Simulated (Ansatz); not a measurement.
Basis sets compared for Tl₄Cl₃⁺. The state is a singlet with charge 1. Geometry PBE-D4/def2-SVP. Ansatz on 4 threads of Intel Xeon on a shared host; times are rough, and most runs start from earlier orbitals.

```xyz
7

Tl   -0.327   -1.003    2.010
Tl   -1.104    1.744   -0.944
Tl   -0.804   -2.422   -2.043
Tl    2.967    1.303    0.433
Cl   -2.332   -0.849   -0.176
Cl    1.203   -0.623   -0.895
Cl    0.398    1.851    1.615
```

In the def2 sets Tl takes a core potential; there is no spin–orbit coupling. Another isomer (singlet) lies 0.08 eV lower at PBE0-D4/def2-TZVP; other spin states weren't run for this one.

| level | functions | energy (Eh) | HOMO (eV) | LUMO (eV) | wall time |
| --- | --- | --- | --- | --- | --- |
| PBE-D4/def2-SVP | 158 | -2069.9918 | -9.85 | -5.82 | 2.6 s |
| PBE0-D4/def2-SVP | 158 | -2069.9540 | -10.90 | -5.13 | 5.5 s |

(1) Estimate the rows for PBE-D4/def2-TZVP (with forces), PBE0-D4/def2-TZVP.

Answers

(1) 
```
                         level  functions  energy (Eh)  HOMO (eV)  LUMO (eV)  wall time
PBE-D4/def2-TZVP (with forces)        311   -2070.4755      -9.95      -5.88      8.5 s
             PBE0-D4/def2-TZVP        311   -2070.4249     -11.00      -5.19       18 s
```
